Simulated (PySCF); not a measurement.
Atoms are numbered as in `[CH3:1][B:2]([OH:3])[OH:4]`. Each H is labelled by its parent atom.

Geometry: PBE0-D3(BJ)/def2-SVP; GIAO absolute shieldings from PySCF 2.14.0 with density-fitted response routines, gas phase, non-relativistic, averaged over equivalent atoms.

At PBE0/pcSseg-1 (93 basis functions, 4.3 s wall time on 1 thread of an Arm Neoverse V1, shared host):
```tsv
atoms	σ (ppm)
C1	184.2
B2	69.5
O3/O4	196.2
H(O3)/H(O4)	27.83
H(C1)	31.15
```

Question: Predict the values at PBE0/pcSseg-2 on the same geometry.

Answer: 
| atoms | σ at PBE0/pcSseg-2 | change |
| --- | --- | --- |
| C1 | 184.1 | -0.1 |
| B2 | 67.7 | -1.8 |
| O3/O4 | 194.1 | -2.1 |
| H(O3)/H(O4) | 27.83 | +0.00 |
| H(C1) | 31.05 | -0.10 |

The largest change is at O3/O4 (oxygen bonded to B, H). Cost: 214 basis functions, 12 s wall time on 1 thread of an Arm Neoverse V1, shared host.

A carbon bonded to boron is broadened by the quadrupolar boron nucleus and is often missing from a measured spectrum.
